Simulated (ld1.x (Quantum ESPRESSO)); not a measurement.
Ca: variants of one PAW potential

Base potential:

```
Element                 : Ca
Generator               : ld1.x (Quantum ESPRESSO) 7.5
Type                    : PAW
Functional              : PBE
Relativity              : fully relativistic
Frozen core             : [Ne]
Valence charge          : 10
Reference configuration : 3s2 3p6 3d0 4s2 4p0
Partial waves           : 3s (bound): rcut 1.70, rcutus 2.30 bohr; 4s (bound): rcut 1.70, rcutus 2.30 bohr; 3p (bound): rcut 2.10, rcutus 2.85 bohr; 4p (bound, empty): rcut 2.10, rcutus 2.85 bohr; 3d (bound, empty): rcut 2.35, rcutus 2.75 bohr; 3d channel at 0.4 Ry: rcut 2.35, rcutus 2.75 bohr; 4f channel at 0.05 Ry: rcut 2.50, rcutus 2.80 bohr; 4f channel at 0.9 Ry: rcut 2.50, rcutus 2.80 bohr
Local potential         : all-electron potential smoothed inside 2.00 bohr (lloc = -1)
Core correction         : Bessel-smoothed model core inside 1.90 bohr
Augmentation charge     : GAUSS, radius 1.30 bohr
```

Open shells are filled in proportion to 2j + 1 (rel_dist='average').

All-electron outer shells of the reference configuration (PBE, scalar-relativistic, ld1.x):

```csv
shell,level (eV),outermost node (bohr),outermost maximum (bohr)
2s,-414.37,0.10,0.30
2p,-334.74,–,0.25
3s,-47.09,0.45,0.99
3p,-28.01,0.42,1.04
4s,-3.77,1.43,3.42
3d,-1.95,–,1.27
4p,-1.40,1.63,4.39
```

Cutoffs, loose and tight: the cutoffs (Ry, on a coarse ladder) from which the occupation-weighted sum of valence levels, in a spherical-Bessel basis at the reference potential, stays within 10 and 1 mRy of its value at 400 Ry. They do not see the model core or the augmentation charge, which bear on the density cutoff. Test errors are all-electron minus pseudo excitation energies from the reference, over the configurations 3s2 3p6 3d0 4s1 4p0; 3s2 3p6 3d0 4s0 4p0; 3s2 3p6 3d0 4s1.5 4p0; 3s2 3p6 3d1 4s0 4p0; 3s2 3p6 3d1 4s1 4p0; 3s2 3p6 3d0 4s0 4p1; 3s2 3p6 3d0.5 4s1.5 4p0. A dash means not determined; rows that change the core or the reference have their own tests. The largest error is taken over the tests solved by every variant that gives reliable tests at all: 3s2 3p6 3d0 4s0 4p0; 3s2 3p6 3d0 4s1 4p0; 3s2 3p6 3d0 4s1.5 4p0; 3s2 3p6 3d1 4s0 4p0.

Cutoffs are not given where the Bessel-basis levels miss the radial ones by over 6 mRy, ghosts where they miss by over 20 mRy; a channel whose overlap is not positive is not tested.

| change | outcome | bound ghosts | largest test error (meV) |
| --- | --- | --- | --- |
| base | generated | not determined | -5.7 |
| waves 3d (bound): rcut 2.08, rcutus 2.20 bohr; 3d channel at 0.4 Ry: rcut 2.08, rcutus 2.20 bohr | generated | not determined | +1.2 |
| waves 3d (bound): rcut 2.28, rcutus 2.42 bohr; 3d channel at 0.4 Ry: rcut 2.28, rcutus 2.42 bohr | generated | not determined | +1.2 |
| waves 3d (bound): rcut 2.35, rcutus 2.82 bohr; 3d channel at 0.4 Ry: rcut 2.35, rcutus 2.82 bohr | generated | not determined | -6.9 |
| waves 3d (bound): rcut 2.35, rcutus 3.20 bohr; 3d channel at 0.4 Ry: rcut 2.35, rcutus 3.20 bohr | generated | not determined | -13 |
| waves 3d (bound): rcut 2.35, rcutus 3.42 bohr; 3d channel at 0.4 Ry: rcut 2.35, rcutus 3.42 bohr | generated | not determined | -16 |
| waves 3d (bound): rcut 2.35, rcutus 3.74 bohr; 3d channel at 0.4 Ry: rcut 2.35, rcutus 3.74 bohr | generated | not determined | -15 |
| waves 3d (bound): rcut 2.35, rcutus 4.02 bohr; 3d channel at 0.4 Ry: rcut 2.35, rcutus 4.02 bohr | generated | not determined | -16 |

(1) What comes out with this change to the base: waves 3d (bound): rcut 1.66, rcutus 1.76 bohr; 3d channel at 0.4 Ry: rcut 1.66, rcutus 1.76 bohr?

Answers

(1) outcome: generated; bound ghosts: not determined; largest test error (meV): +3.8.
